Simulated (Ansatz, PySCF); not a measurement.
C₃H₈FNSi, SMILES [SiH2](CC(F)=C)N.

Geometry: B3LYP-D3(BJ)/def2-SVP. This is a generated structure with no PubChem entry under its InChIKey; it may be hypothetical. One conformer was computed; it need not be the lowest.

Vertical ionisation energy (IE) and electron affinity (EA) in eV. Rows of orbital energies are one-electron estimates. Where ΔSCF, EOM or ADC give a negative EA the extra electron is unbound and the value depends on the basis.

| level | IE | EA |
|---|---|---|
| −ε(HOMO), −ε(LUMO), B3LYP/def2-TZVP (PySCF) | 6.93 | 0.03 |
| −ε(HOMO), −ε(LUMO), PBE/def2-TZVP (PySCF) | 5.93 | 0.74 |
| ΔSCF, PBE0/def2-SVPD (Ansatz), final states of multiplicity 2 and 2 | 9.06 | -1.49 |
| ΔSCF, PBE/def2-SVPD (Ansatz), final states of multiplicity 2 and 2 | 8.65 | -1.25 |

### Question
What vertical singlet–triplet gap does ΔSCF give with PBE0/def2-SVPD (Ansatz, a first-principles code) and with PBE/def2-SVPD (Ansatz)? (The exact figures need the calculation; the answer reports its results.)

### Answer
4.24 and 4.34 eV (triplet above singlet where positive).
